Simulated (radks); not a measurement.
Values are calculated unless marked as measured or tabulated.
Er V, 64 electrons, occupied as [Xe] 4f10. Level of theory: scalar-relativistic Kohn-Sham, PBE, spin-polarised, spherical densities, finite nucleus; open shells are filled with parallel spins first (spin-orbit coupling, left out, can overturn this in heavy ions); Fermi nuclear charge, rms radius 5.2516 fm (a radial shooting solver on a logarithmic mesh with Libxc functionals). Some entries of the table are withheld. Estimate them.

orbital  occ.  eigenvalue (hartree)  <r> (bohr)
1s down     1             -2110.002     0.02037
1s up       1             -2110.002     0.02037
2s up       1             -356.1800     0.08647
2s down     1             -356.1783     0.08647
2p up       3             -315.2945     0.07672
2p down     3             -315.2933     0.07672
3s up       1             -81.46412      0.2254
3s down     1             -81.39510      0.2253
3p up       3             -69.02349      0.2246
3p down     3             -68.95458      0.2245
3d up       5             -53.43097      0.2039
3d down     5             -53.37845      0.2037
4s up       1             -17.76968      0.5071
4s down     1             -17.62599      0.5072
4p up       3             -13.66532      0.5372
4p down     3             -13.52421      0.5375
4d up       5              -8.16256      0.5792
4d down     5              -8.02425      0.5800
5s up       1              -3.67800       1.199
5s down     1              -3.61487       1.208
5p up       3              -2.64826       1.376
5p down     3              -2.60232       1.389
4f up       7              -2.12082      0.7220
4f down     3              -1.99414      0.7353
5d up       0                   (1)       1.861
5d down     0                   (2)       1.886
6s up       0              -1.23849       2.702
6s down     0              -1.22806       2.721

Answer. 
(1) 5d up eigenvalue (hartree): -1.41279
(2) 5d down eigenvalue (hartree): -1.39116
